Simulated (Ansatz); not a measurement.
A search over several starts for the lowest SCF solution of TiCl4 at the given spin, in a small basis.

```yaml
crystal:
  periodic: [false, false, false]
  atoms:
    - {symbol: Ti, position_ang: [0.000004, -0.000005, 0.000001]}
    - {symbol: Cl, position_ang: [0.009840, -0.015095, 2.172689]}
    - {symbol: Cl, position_ang: [2.045195, 0.010001, -0.733474]}
    - {symbol: Cl, position_ang: [-1.031759, 1.776546, -0.707261]}
    - {symbol: Cl, position_ang: [-1.023270, -1.771458, -0.731954]}
basis:
  gaussian: {orbitals: def2-SVP, initial_orbitals: start.molden}
hamiltonian: {xc: pbe0, dispersion: d4}
output: {orbitals: {seedname: orbitals}}
```

The file start.molden holds the orbitals of an earlier run on this structure, at another level or in another basis.

```sh
$ ansatz run in.yaml --threads 2 --pin off --events-out ev --progress --plain --max-ram 4352MiB
```

Shortened log:

```
Functional definition: PBE0
982 factors; integrals over basis functions are off by at most 9.9e-4 eV
mean field evaluation 1: about -73172.3473 eV, gradient 9.3e0 eV
mean field evaluation 2: about -73172.4953 eV, gradient 3.5e-1 eV
mean field evaluation 4: about -73172.5878 eV, gradient 4.3e-3 eV
mean field evaluation 8: about -73170.0946 eV, gradient 2.9e1 eV
mean field evaluation 16: about -73172.5877 eV, gradient 9.6e-2 eV
mean field -73172.58777552 eV, -2689.0430025891 hartree, gradient 3.9e-5 eV, S^2 0.000000; 1 other end points of the search recorded, 0 dependent functions left out
reference -73172.58785427 eV, -2689.0430054829 hartree; 45, 45 occupied and 58, 58 virtual orbitals, 982 factors
Total energy: -73172.79687825 eV, -2689.0506869727 hartree
```

Hardware: 2 threads of Intel Xeon 6975P-C on a shared host. Wall time 2.2 s.
